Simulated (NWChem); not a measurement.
System: hydrogen iodide (HI); SMILES I

The following NWChem deck was run.

```
start job
memory heap 200 mb stack 900 mb global 1100 mb
geometry units angstroms
  I      0.000000     0.000000     0.052007
  H      0.000000     0.000000    -1.565186
end
basis spherical
  I library def2-svp
  H library def2-svp
end
ecp
  I library def2-ecp
end
dft
  xc hfexch
  iterations 150
end
driver
  maxiter 120
end
task dft optimize
dft
  grid fine
  convergence energy 1d-8 density 1d-7
end
task dft freq numerical
```

def2 effective core potentials on I; no spin-orbit coupling.

The level has its own optimisation; frequencies are unscaled.

**Question.** Give the results of this calculation. (Hartree-Fock/def2-SVP with def2 effective core potentials on I.) Quantities: basis functions; r H–I (Å); highest harmonic frequency (cm⁻¹); zero-point energy (kcal/mol).

**Answer.** 
```
Quantity                           Result
---------------------------------  ------
number of basis functions              31
r H–I (Å)                           1.602
highest harmonic frequency (cm⁻¹)    2461
zero-point energy (kcal/mol)          3.5
```
